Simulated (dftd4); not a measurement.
C3H9In, charge -1, doublet, geometry from GFN2-xTB (such geometries of metal compounds can be far from the true shape) (a state made from the parent by changing its charge; the spin is typed, not shown lowest); D4 for revpbe (dftd4).

Input for dftd4:
```
$ dftd4 mol.xyz --func revpbe --charge -1 --json dftd4.json --noedisp --grad

# file mol.xyz
13

In     0.22895215    -0.16807644    -0.26351026
C     -1.80926510    -1.27579263     0.16821116
H     -2.45964441    -1.35056491    -0.70933650
H     -2.33948104    -0.68307554     0.91992638
H     -1.68602985    -2.28557070     0.57284125
C     -0.48277658     2.02480246    -0.75890346
H      0.33778056     2.74398803    -0.84848395
H     -1.11262313     2.34780293     0.07569829
H     -1.08403774     2.09670777    -1.67097867
C      1.16469395     0.07809696     1.88858965
H      2.06055072     0.70724590     1.90551002
H      1.42074487    -0.87121702     2.37005108
H      0.40817104     0.56778820     2.50939061
```

Output, abridged:

```
                    ____  _____ _____     ____  _  _
      -------------|  _ \|  ___|_   _|---|  _ \| || |------------
     |             | | | | |_    | | ___ | | | | || |_           |
     |             | |_| |  _|   | ||___|| |_| |__   _|          |
     |             |____/|_|     |_|     |____/   |_|            |
     |             ===================================           |
     |            E. Caldeweyher, S. Ehlert & S. Grimme          |
     |          Mulliken Center for Theoretical Chemistry        |
     |                    University of Bonn                     |
      -----------------------------------------------------------

Rational (Becke-Johnson) damping: revpbe-D4-ATM
---------------------
  s6         1.0000
  s8         1.7468
  s9         1.0000
  a1         0.5363
  a2         3.0726
 alp        16.0000
--------------------

Dispersion energy:      -2.6195420003887E-02 Eh

Gradient norm:           1.2820276605484E-03 Eh/a0
--------------------------------------------------
     #    Z           dE/dx      dE/dy      dE/dz
--------------------------------------------------
     1   49 In   -1.969E-04  1.385E-04  2.313E-04
     2    6 C    -1.582E-04 -4.521E-04 -2.264E-04
     3    1 H    -1.286E-04 -1.489E-04  9.872E-05
     4    1 H    -2.294E-04 -2.695E-04 -5.114E-05
     5    1 H    -2.091E-04 -4.957E-05 -3.447E-05
     6    6 C     1.239E-04  2.902E-04 -4.426E-04
     7    1 H    -1.303E-04  1.518E-04 -9.323E-05
     8    1 H    -9.265E-06  2.913E-04 -2.132E-04
     9    1 H     1.905E-05  2.198E-04 -6.818E-06
    10    6 C     4.839E-04 -1.598E-04  1.450E-04
    11    1 H     5.203E-05 -6.663E-05  2.032E-04
    12    1 H     1.173E-04  9.902E-05  1.543E-04
    13    1 H     2.657E-04 -4.413E-05  2.352E-04
--------------------------------------------------

Virial:
--------------------------------------------------
      component           x          y          z
--------------------------------------------------
          x       4.305E-03  2.037E-03  3.264E-03
          y       2.037E-03  5.726E-03 -2.423E-03
          z       3.264E-03 -2.423E-03  3.386E-03
--------------------------------------------------

[Info] Dispersion results written to 'dftd4.txt'
[Info] JSON dump of results written to 'dftd4.json'
```
